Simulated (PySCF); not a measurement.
## [RhF6]-: what the settings change

[RhF6]-: Rh(V) (d4), charge -1. The structure is a PBE0-D3(BJ)/def2-TZVP geometry optimised for multiplicity 3; coordination octahedral, point group Oh, metal–donor distances 1.86 Å.

The d shell alone is too small an active space for [RhF6]- (an active orbital has only 0.54 squared overlap with the free ion's shell): its levels, fitted parameters, g values and moments show what this model gives and aren't sound predictions.

```
7

Rh    0.0000    0.0000    0.0000
F     0.0000    0.0000    1.8595
F     0.0000    0.0000   -1.8595
F     1.8595    0.0000    0.0000
F    -1.8595    0.0000    0.0000
F     0.0000    1.8595    0.0000
F     0.0000   -1.8595    0.0000
```

Method (PySCF 2.14, density fitting): CASSCF(4,5) with orbitals averaged over all microstates of the shell, strongly contracted NEVPT2 on the averaged canonical orbitals; basis x2c-TZVPall on the metal, x2c-SVPall elsewhere; spin-free X2C; IEF-PCM dichloromethane; spin-orbit coupling by state interaction with the mean-field operator over all roots.

Base run: NEVPT2 ground state 3T1g, next 1T2g at 7561, then 1Eg at 8451 cm⁻¹, 10Dq(CASSCF) 34455, B(CASSCF) 697, ζ 1188 cm⁻¹, μeff(300 K) 2.69 μB.

What happens with the basis x2c-TZVPall on all atoms?

NEVPT2 ground state 3T1g, next 1T2g at 7603, then 1Eg at 8485 cm⁻¹, 10Dq(CASSCF) 34487, B(CASSCF) 700, ζ 1194 cm⁻¹, μeff(300 K) 2.68 μB. It took 34 s against 14 s on a shared host of the same kind.

What happens with orbitals averaged over the highest spin alone?

NEVPT2 ground state 3T1g, next 1T2g at 7957, then 1Eg at 8945 cm⁻¹, 10Dq(CASSCF) 35053, B(CASSCF) 713, ζ 1225 cm⁻¹, μeff(300 K) 2.67 μB.

Charge-transfer states lie outside this active space and may come lower than some of these levels. The ground state is orbitally degenerate in this regular structure, which would distort (Jahn–Teller), so its moment is that of the undistorted model. NEVPT2 on the d shell alone tends to put d–d bands too high for such charged or covalently bound ions.
